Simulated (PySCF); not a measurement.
PySCF 2.14 output of an unrestricted B3LYP calculation on a single atom or ion in pcseg-2, with the non-relativistic Hamiltonian (point nucleus):

```
SCF conv_tol = 1e-09
number electrons alpha = 10  beta = 9
    P. J. Stephens, F. J. Devlin, C. F. Chabalowski, and M. J. Frisch.,  J. Phys. Chem. 98, 11623 (1994)
cycle= 1 E= -759.926884727863  delta_E= -0.00364  |g|= 0.0102  |ddm|= 0.0593
cycle= 2 E= -759.926909027302  delta_E= -2.43e-05  |g|= 0.00119  |ddm|= 0.00433
cycle= 3 E= -759.926909412112  delta_E= -3.85e-07  |g|= 0.00016  |ddm|= 0.000526
cycle= 4 E= -759.926909421707  delta_E= -9.6e-09  |g|= 1.07e-05  |ddm|= 0.000113
cycle= 5 E= -759.92690942175  delta_E= -4.26e-11  |g|= 3.11e-06  |ddm|= 1.32e-05
converged SCF energy = -759.92690942175  <S^2> = 0.75063018  2S+1 = 2.0006301
```

The run itself started from symmetry-adapted Hartree-Fock orbitals and held the occupation by maximum overlap, on a logarithmic radial grid, so the iterations belong to that start.

Task: Which element, charge and spin multiplicity is this?

Result: Sc²⁺ (scandium, charge +2), multiplicity 2; the state was [Ar] 3d1, 2D determinant.
